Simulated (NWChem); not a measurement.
System: GeH2O, singlet; SMILES [OH][GeH]

```xyz
4

Ge     0.0526    -0.3946     0.0000
H     -1.5823    -0.5272     0.0000
O      0.0882     1.4179     0.0000
H     -0.8053     1.8114     0.0000
```
Atoms are numbered in this order, from 1.

Results from NWChem. Low-valent species are run as closed-shell singlets; no triplet was tried in these runs. All runs use the structure optimised with PBE-D3(BJ)/def2-SVP. Ions are spin-unrestricted doublets at the neutral geometry; other ion states weren't tried. Functional: LC-ωPBE (HJS hole) with def2-SVP; rows give the range parameter ω in 1/bohr.

Question: At which range parameter does −ε(HOMO) equal the ΔSCF ionisation energy (optimal tuning)?

Answer: about 0.43 per bohr, by linear interpolation in these runs:
```tsv
range parameter (1/bohr)	vertical ionisation energy, ΔSCF (eV)	−ε(HOMO) (eV)	ΔSCF minus −ε(HOMO) (eV)
0.05	9.35	6.54	2.81
0.20	9.41	8.33	1.08
0.25	9.44	8.73	0.71
0.35	9.50	9.32	0.18
0.60	9.59	10.00	-0.41
```
